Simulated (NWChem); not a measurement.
System: CH3Li; SMILES [Li][CH3]

NWChem input:

```
start job
memory heap 200 mb stack 900 mb global 1100 mb
geometry units angstroms noautosym nocenter noautoz
  Li     0.000000     0.000000    -1.578787
  C      0.000000     0.000000     0.383494
  H      0.715555     0.715555     0.812104
  H      0.261911    -0.977466     0.812104
  H     -0.977466     0.261911     0.812104
end
basis spherical
  * library cc-pvtz
end
dft
  xc bhlyp
  iterations 150
end
tddft
  cis
  ecut -9.0
  nroots 6
  notriplet
end
task tddft energy
```

All runs use the structure optimised with PBE0-D3(BJ)/def2-TZVP.

Core excitations by TDA in a window of 1s orbitals, non-relativistic and unshifted: absolute energies depend strongly on the exact-exchange share.

Predict the main results of this run. (BHandHLYP/cc-pVTZ, restricted-window TDA.) Quantities: first 1s excitation (eV); dipole oscillator strength of the first; first state with f > 0.002 (eV); dipole oscillator strength of that state.


```json
{
 "first 1s excitation (eV)": "281.6",
 "dipole_oscillator_strength_of_the_first": "0.0064",
 "first state with f > 0.002 (eV)": "281.6",
 "dipole_oscillator_strength_of_that_state": "0.0064"
}
```
